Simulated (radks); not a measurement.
Values are calculated unless marked as measured or tabulated.
Question: All-electron atom: Ag in [Kr] 4d10 5s1. Code: a radial shooting solver on a logarithmic mesh with Libxc functionals. Model: scalar-relativistic Kohn-Sham, SCAN, spin-unpolarised, spherical densities, finite nucleus; meta-GGA in the generalised Kohn-Sham scheme; Fermi nuclear charge, rms radius 4.5454 fm. Some entries of the table are withheld. Estimate them.

orbital,occ.,eigenvalue (hartree),<r> (bohr)
1s,2,-932.6693,0.03111
2s,2,-137.8817,0.1348
2p,6,-123.5462,0.1177
3s,2,-25.50564,0.3676
3p,6,-20.75342,0.3670
3d,10,(1),0.3458
4s,2,-3.59994,0.9148
4p,6,-2.22247,1.003
4d,10,(2),1.413
5s,1,-0.16153,3.133

Answer: 
(1) 3d eigenvalue (hartree): -13.29438
(2) 4d eigenvalue (hartree): -0.28241
